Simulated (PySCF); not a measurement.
# How the method moves the HOMO and LUMO of `FC(F)/C=N/[SiH3]`

Species: C₂H₅F₂NSi.
Z-matrix (Å and degrees, PBE0-D3(BJ)/def2-SVP geometry), rows numbered from 1:
```
F 
C   1  1.3503
F   2  1.3505  1  107.73
C   2  1.5082  1  109.05  3   118.32
N   4  1.2602  2  120.82  1   121.97
Si  5  1.7620  4  125.00  2   179.89
H   2  1.1025  1  109.75  3  -119.49
H   4  1.1131  2  113.55  1   -58.01
H   6  1.4999  5  112.12  4     0.05
H   6  1.4897  5  107.55  4   121.08
H   6  1.4896  5  107.50  4  -120.89
```

Basis pcSseg-2 throughout (PySCF), one geometry. The structure is a single PBE0-D3(BJ)/def2-SVP conformer in the gas phase; no vibrational or solvent corrections.

Question: How do the orbital energies, the gap and the dipole change with the method?

Answer: 
| method | kind | HOMO (eV) | LUMO (eV) | gap (eV) | μ (D) | SCF cycles |
| --- | --- | --- | --- | --- | --- | --- |
| BLYP | GGA | -6.28 | -2.52 | 3.76 | 1.36 | 15 |
| OPBE | GGA | -6.30 | -2.55 | 3.75 | 1.22 | 16 |
| PBE | GGA | -6.36 | -2.67 | 3.70 | 1.32 | 15 |
| B97-D | GGA | -6.38 | -2.55 | 3.83 | 1.32 | 15 |
| BP86 | GGA | -6.47 | -2.75 | 3.72 | 1.32 | 15 |
| LDA | LDA | -6.49 | -2.93 | 3.56 | 1.48 | 15 |
| KT2 | GGA | -6.51 | -2.62 | 3.89 | 1.39 | 16 |
| KT3 | GGA | -6.52 | -2.59 | 3.93 | 1.33 | 16 |
| B97-2 | global hybrid | -7.53 | -1.62 | 5.91 | 1.42 | 14 |
| B3LYP | global hybrid | -7.59 | -1.81 | 5.78 | 1.47 | 14 |
| PBE0 | global hybrid | -7.80 | -1.57 | 6.23 | 1.45 | 14 |
| mPW1PW91 | global hybrid | -7.83 | -1.58 | 6.25 | 1.45 | 14 |
| BHandHLYP | global hybrid | -9.20 | -0.33 | 8.87 | 1.58 | 13 |
| CAM-B3LYP | range-separated hybrid | -9.24 | -0.35 | 8.89 | 1.54 | 14 |
| wB97X-D | range-separated hybrid | -9.70 | 0.31 | 10.00 | 1.44 | 14 |
| LC-wPBE | range-separated hybrid | -10.55 | 0.86 | 11.41 | 1.50 | 14 |
| HF | Hartree–Fock | -11.38 | 2.65 | 14.03 | 1.56 | 11 |

The HOMO spans 5.10 eV, from BLYP down to HF, and the gap runs from 3.56 eV (LDA) to 14.03 eV (HF). Over the methods BLYP (0 %), OPBE (0 %), PBE (0 %), B97-D (0 %), BP86 (0 %), LDA (0 %), KT2 (0 %), KT3 (0 %), B97-2 (21 %), B3LYP (20 %), PBE0 (25 %), mPW1PW91 (25 %), BHandHLYP (50 %), HF (100 %), a straight line through the gap against the share of exact exchange rises by 1.02 eV for each 10 % (correlation coefficient 0.999). The dipole ranges from 1.22 D (OPBE) to 1.58 D (BHandHLYP). This basis has no diffuse functions.
